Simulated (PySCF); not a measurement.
Numbering as in the mapped SMILES `[CH:1]#[C:2]/[CH:3]=[CH:4]\[c:5]1[cH:6][cH:7][cH:8][o:9]1`. Hydrogens are named by the atom that carries them.

Geometry: GFN2-xTB; GIAO absolute shieldings from PySCF, gas phase, non-relativistic, averaged over equivalent atoms.

At PBE0/pcSseg-1 (183 basis functions, 42 s wall time on 1 thread of an Arm Neoverse V1, shared host):
```csv
atoms,σ (ppm)
C5,27.7
C8,39.5
C4,49.7
C6,66.0
C7,67.6
C3,79.8
C1,87.3
C2,99.0
O9,30.2
H(C6),23.56
H(C8),24.20
H(C4),24.75
H(C7),24.91
H(C3),26.02
H(C1),28.19
```

Question: Estimate the result of repeating the calculation with B97-2/pcSseg-1.

Answer: 
```json
{"atoms": "C5", "σ at B97-2/pcSseg-1": "29.9", "change": "+2.2"}
{"atoms": "C8", "σ at B97-2/pcSseg-1": "41.8", "change": "+2.3"}
{"atoms": "C4", "σ at B97-2/pcSseg-1": "52.1", "change": "+2.4"}
{"atoms": "C6", "σ at B97-2/pcSseg-1": "68.0", "change": "+2.0"}
{"atoms": "C7", "σ at B97-2/pcSseg-1": "69.5", "change": "+1.9"}
{"atoms": "C3", "σ at B97-2/pcSseg-1": "81.8", "change": "+2.0"}
{"atoms": "C1", "σ at B97-2/pcSseg-1": "90.1", "change": "+2.8"}
{"atoms": "C2", "σ at B97-2/pcSseg-1": "100.6", "change": "+1.6"}
{"atoms": "O9", "σ at B97-2/pcSseg-1": "34.7", "change": "+4.5"}
{"atoms": "H(C6)", "σ at B97-2/pcSseg-1": "23.72", "change": "+0.16"}
{"atoms": "H(C8)", "σ at B97-2/pcSseg-1": "24.34", "change": "+0.14"}
{"atoms": "H(C4)", "σ at B97-2/pcSseg-1": "24.93", "change": "+0.18"}
{"atoms": "H(C7)", "σ at B97-2/pcSseg-1": "25.08", "change": "+0.17"}
{"atoms": "H(C3)", "σ at B97-2/pcSseg-1": "26.18", "change": "+0.16"}
{"atoms": "H(C1)", "σ at B97-2/pcSseg-1": "28.33", "change": "+0.14"}
```

The largest change is at O9 (aromatic ring oxygen). Cost: 183 basis functions, 34 s wall time on 1 thread of an Arm Neoverse V1, shared host. The order of the carbon signals is the same at both levels.
